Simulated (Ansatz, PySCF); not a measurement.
Species: CH$_{2}$BO$_{2}$, charge 0, multiplicity 2. It need not be the lowest isomer of its formula. 
Structure (B3LYP-D3(BJ)/def2-TZVP (Ansatz, a first-principles code) minimum search):
SMILES: O=C[B]O
```xyz
6

B      0.6959     0.2331    -0.1119
O      1.0773     1.4216     0.2993
C     -0.2666    -0.9343     0.0334
O     -1.4039    -0.8558    -0.4460
H      0.6324     1.8021     1.0725
H      0.1007    -1.8881     0.4608
```
Charge 0, spin multiplicity 2.

Total electronic energies in hartree. Cores are frozen in the correlated levels unless marked. UHF or UKS for open shells. Spin-orbit coupling is left out. Non-relativistic. CBS(X,Y): correlation extrapolated as X^-3; Hartree-Fock from the larger set. [CCSD(T)-MP2]/basis is that difference in the basis named.

The UHF reference is spin-contaminated (<S^2> 0.14 over the pure value in the largest basis). 

```json
[
 {"level": "SVWN5/def2-TZVPD", "program": "Ansatz", "energy (Eh)": "-212.94860"},
 {"level": "PBE/def2-TZVPD", "program": "PySCF", "energy (Eh)": "-214.40870"},
 {"level": "BLYP-D4/def2-TZVPD", "program": "Ansatz + dftd4", "energy (Eh)": "[?]"},
 {"level": "revPBE-D3(BJ)/def2-TZVPD", "program": "Ansatz + dftd3", "energy (Eh)": "-214.60014"},
 {"level": "revPBE/def2-TZVPD", "program": "Ansatz", "energy (Eh)": "-214.59210"},
 {"level": "r2SCAN-D4/def2-TZVPD", "program": "Ansatz + dftd4", "energy (Eh)": "-214.53938"},
 {"level": "PBE0-D3(BJ)/def2-TZVP", "program": "Ansatz + dftd3", "energy (Eh)": "-214.40682"},
 {"level": "r2SCANh-D4/def2-TZVPD", "program": "Ansatz + dftd4", "energy (Eh)": "-214.52512"},
 {"level": "wB97M-V/def2-TZVPD", "program": "Ansatz", "energy (Eh)": "-214.57795"},
 {"level": "B2PLYP-D3(BJ)/def2-TZVPD", "program": "Ansatz + dftd3", "energy (Eh)": "-214.49572"},
 {"level": "SCS-MP2/STO-3G", "program": "Ansatz", "energy (Eh)": "-210.71157"},
 {"level": "CCSD/cc-pVDZ", "program": "Ansatz", "energy (Eh)": "-213.99488"},
 {"level": "CCSD(T)/6-31G*", "program": "Ansatz", "energy (Eh)": "-213.96868"},
 {"level": "RI-MP2/CBS(cc-pVTZ,cc-pVQZ)+[CCSD(T)-MP2]/cc-pVDZ", "program": "Ansatz", "energy (Eh)": "-214.3294"},
 {"level": "RI-MP2/CBS(cc-pVTZ,cc-pVQZ)+[CCSD(T)-MP2]/cc-pVTZ", "program": "Ansatz", "energy (Eh)": "-214.3327"}
]
```

Q: Fill in the missing entries.

A: 
- BLYP-D4/def2-TZVPD, energy (Eh): -214.62142
